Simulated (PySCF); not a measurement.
# Threshold energies of SnF in a plasma

r²SCAN in PySCF with def2-TZVPPD on every atom (core potentials on Sn), for the lowest determinant that a PBE0 search found; no spin–orbit coupling.

| species | state (unpaired electrons) | Re (Å) | ωe (cm⁻¹) | energy of the minimum from the neutral (eV) | De (eV) | dissociates to |
| --- | --- | --- | --- | --- | --- | --- |
| SnF | doublet (π ↑) | 1.952 | 573 | 0.00 | 5.05 | Sn + F |
| SnF⁺ | singlet (closed shell) | 1.879 | 684 | 7.18 | 5.27 | Sn⁺ + F |
| SnF⁻ | triplet (π ↑↑) | 2.039 | 455 | -1.28 | 3.02 | Sn + F⁻ |

Question: Work out the lowest energy to break SnF into atoms, from its vibrational ground state.

Answer: D0 = De − ωe/2 = 5.05 − 0.04 = 5.01 eV (r²SCAN/def2-TZVPPD).

Question: Work out the ionisation energy of the Sn atom at this level and the threshold of dissociative ionisation.

Answer: IE(Sn) = 7.18 + 5.27 − 5.05 = 7.40 eV, so Sn⁺ + F + e⁻ appears at D0 + IE(Sn) = 12.41 eV (r²SCAN/def2-TZVPPD). The measured IE(Sn) is 7.344 eV (NIST ASD).

Question: Work out the electron affinity of the F atom and the threshold of dissociative attachment.

Answer: EA(F) = 5.05 − 3.02 − (-1.28) = 3.31 eV, so Sn + F⁻ needs D0 − EA(F) = 1.70 eV (r²SCAN/def2-TZVPPD). The measured EA(F) is 3.401 eV.

Question: At which energy does ion-pair formation open?

Answer: Sn⁺ + F⁻ lies at D0 + IE(Sn) − EA(F) = 9.10 eV (r²SCAN/def2-TZVPPD).

These are thermodynamic thresholds; the onsets seen under electron impact lie higher where the geometry changes, and cross-sections peak well above them.

These are scalar-relativistic numbers at best; spin–orbit coupling would shift them, the dissociation energy most. For an ion De counts to the pair picked by the measured ionisation energies or electron affinities, which need not be the lowest pair at this level. The highest Kohn–Sham level is positive in this anion. Much of that is self-interaction error, but it also means that the finite basis helps to hold the extra electron. States were picked by a PBE0 search and need not be the measured ground states.
